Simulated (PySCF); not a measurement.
Species: C₇H₉NO.
Z-matrix (Å and degrees, GFN2-xTB geometry), rows numbered from 1:
```
C 
C   1  1.4104
C   2  1.3650  1  107.16
N   3  1.3646  2  108.60  1     0.15
C   4  1.4247  3  125.67  2  -179.60
C   5  1.5405  4  116.55  3    52.39
C   6  1.5304  5   84.72  4  -118.13
O   5  1.4279  4  113.66  3   -51.65
C   4  1.3638  3  108.49  2     0.13
H   1  1.0722  2  126.64  3   179.76
H   2  1.0721  1  126.54  3  -179.96
H   3  1.0717  2  130.20  1   178.66
H   5  1.0976  4  108.15  3  -175.90
H   6  1.0859  5  115.15  4   125.84
H   6  1.0867  5  113.80  4    -2.75
H   7  1.0928  6  116.14  5   115.98
H   7  1.0926  6  115.45  5  -113.64
H   9  1.0725  1  130.34  2   179.97
```

The closed-shell SCF was solved with PySCF and density fitting under several settings on one GFN2-xTB geometry (grid level 2 and gas phase unless stated).

```tsv
settings	basis functions	SCF cycles	E (Eh)	HOMO (eV)	LUMO (eV)	dipole (D)
PBE0/pcSseg-1	198	14	-401.5744	-6.16	0.73	2.77
PBE0/def2-SVPD	255	14	-401.3565	-6.20	0.58	2.64
```

Task: Estimate the rows for these settings: (1) WP04/STO-3G, start guess vsap, energy threshold 1e-08 Eh; (2) revPBE/6-31++G**, grid level 1; (3) B97-2/STO-3G.

Result: 
```
                                                settings  basis functions  SCF cycles     E (Eh)  HOMO (eV)  LUMO (eV)  dipole (D)
WP04/STO-3G, start guess vsap, energy threshold 1e-08 Eh               54          10  -406.4180      -6.06       0.64        2.61
                          revPBE/6-31++G**, grid level 1              216          12  -401.9865      -5.05      -0.64        2.63
                                            B97-2/STO-3G               54          13  -397.0015      -4.00       3.76        2.57
```

Task: Over all rows, what range does the HOMO–LUMO gap span?

Result: From 4.41 eV (revPBE/6-31++G**, grid level 1) to 7.76 eV (B97-2/STO-3G). The functional of the narrowest has no exact exchange, that of the widest 21 % exact exchange.

Task: And the dipole moment?

Result: From 2.57 D (B97-2/STO-3G) to 2.77 D (PBE0/pcSseg-1); the largest is 1.08 times the smallest, and the median is 2.63 D.

Task: Compare two rows with the functional PBE0: PBE0/pcSseg-1 and PBE0/def2-SVPD. Which energy is lower, and by how much?

Result: PBE0/pcSseg-1 (198 functions) lies 0.2179 Eh or 137 kcal/mol below PBE0/def2-SVPD (255 functions). The smaller set gives the lower energy; the two sets aren't nested, so the variational bound doesn't order them by size.

Cycle counts include a coarse-grid stage where the run had one. All basis functions are spherical, in the Pople sets too. WP04 was designed for NMR shieldings or shifts; total energies of different functionals aren't comparable.

One conformer stands for the species.
